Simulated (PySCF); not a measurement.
Correlation energy of F²⁺ (fluorine, charge +2)

[He] 2s1 2p4, high-spin 4P determinant (an excited configuration). Calculation: PySCF 2.14, in aug-cc-pwCVQZ (9s8p6d4f2g, 109 functions); no relativity, point nucleus. Frozen: 1s2; 5 electrons correlated.

MP2 pair energies summed by pair of shells (mhartree):

```csv
pair,energy,share (%)
2p-2p,-92.49,83.8
2s-2p,-17.93,16.2
```

Total MP2 correlation energy: -110.42 mhartree.

Same-spin part -32.48 and opposite-spin part -77.94 mhartree; SCS-MP2 scales them by 1/3 and 6/5 to -104.36 mhartree.
